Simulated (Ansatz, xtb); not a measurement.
CH11FSi4: which of two isomers lies lower

Structure a: `C[Si@H](F)[SiH]([SiH3])[SiH3]`, a singlet. Structure b: `F[SiH2][SiH2]C[SiH2][SiH3]`, a singlet. Both are isolated molecules in the gas phase, relaxed with r2SCAN-D4/def2-SVP, each in the lowest conformer that the search found.

Task: Which of the two would you expect CCSD(T)/def2-SVP + ΔMP2/def2-TZVPP electronic energies to favour?

Result: Structure a; the calculation gives E(b) − E(a) = +6.3 kcal/mol.

The same difference at several levels:

| level | geometry | E(b) − E(a) (kcal/mol) | departure from the last row (kcal/mol) | job, with rough time for the two |
| --- | --- | --- | --- | --- |
| r2SCAN-D4/def2-SVP | r2SCAN-D4/def2-SVP | +10.1 | +3.8 | optimisation, 2.6 min |
| HF/def2-SVP | r2SCAN-D4/def2-SVP | +7.1 | +0.8 | part of the CCSD(T) run |
| MP2/def2-SVP | r2SCAN-D4/def2-SVP | +7.9 | +1.5 | part of the CCSD(T) run |
| CCSD(T)/def2-SVP | r2SCAN-D4/def2-SVP | +8.3 | +1.9 | single point |
| CCSD(T)/def2-SVP + ΔMP2/def2-TZVPP | r2SCAN-D4/def2-SVP | +6.3 |  | single point, 67 s |

As drawn, b has 1 C–Si, 1 Si–H in place of 1 Si–Si, 1 C–H.

The levels shown agree on the order. The largest departure from CCSD(T)/def2-SVP + ΔMP2/def2-TZVPP is that of r2SCAN-D4/def2-SVP, 3.8 kcal/mol. Levels run at GFN2-xTB geometries aren't shown. The last row adds to CCSD(T) the change of the MP2 difference between the two basis sets, here −1.9 kcal/mol.

With thermal terms from frequencies at re-optimised GFN2-xTB minima (ideal gas, soft modes damped towards free rotors, one conformer each, 298.15 K, 1 atm): on the last row, ΔE + ΔZPE = +5.3, ΔH = +4.6, ΔG = +6.4 kcal/mol.

The correlated steps freeze 22 core orbitals. Mirror images aren't counted in ΔG. Codes used: Ansatz 0.2.0, xtb 6.7.1; the last row on 4 threads of Arm Neoverse V2 on a shared host.
